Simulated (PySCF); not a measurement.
PySCF input file for CH3F5Si2, SMILES C([SiH](F)F)[Si](F)(F)F, PBE/pcSseg-1. Geometry optimised at B3LYP-D3(BJ)/def2-SVP. This is a generated structure with no PubChem entry under its InChIKey; it may be hypothetical. The values are those of a single conformer.

```python
import numpy as np
from pyscf import gto, scf, dft
from pyscf.prop.nmr import rks as nmr

mol = gto.M(
    atom='''
    Si   -1.74233250    0.18135252    0.10220469
    F    -1.37002706    1.60450096   -0.57061650
    F    -3.04764347   -0.38030723   -0.66890195
    C    -0.32138972   -0.98623176   -0.19165012
    Si    1.33747149   -0.27152740    0.16343572
    F     2.38134022   -1.38427907    0.66543724
    F     1.22660944    0.82905115    1.33257570
    F     1.97594841    0.44136253   -1.12272503
    H    -2.08572880    0.38526503    1.52061190
    H    -0.46502289   -1.88437615    0.43362453
    H    -0.34890407   -1.31400519   -1.24522699
    ''',
    basis='pcSseg-1',
    charge=0,
    spin=0,
    max_memory=1600,
    verbose=3,
)
mf = dft.RKS(mol, xc='pbe').density_fit(auxbasis='def2-universal-jkfit')
mf.grids.level = 3
mf.conv_tol = 1e-10
mf.max_cycle = 100
mf.kernel()
n = nmr.NMR(mf)
n.verbose = 2
n.max_cycle_cphf = 60
sigma = n.kernel()
print('atom   isotropic/ppm   span/ppm')
for i, s in enumerate(sigma):
    w = np.linalg.eigvalsh((s + s.T) / 2)
    print(f'{mol.atom_symbol(i):2s}{i + 1:3d} {w.mean():14.3f} {w[2] - w[0]:11.3f}')
```

Output:

```
converged SCF energy = -1117.58381106194
atom   isotropic/ppm   span/ppm
Si  1        338.495      66.548
F   2        303.173     140.077
F   3        298.160     133.842
C   4        180.613      26.681
Si  5        382.753      58.220
F   6        287.975     153.145
F   7        290.630     159.885
F   8        288.286     152.944
H   9         25.941       9.449
H  10         30.888      11.570
H  11         30.534      10.744
```

The run converged.
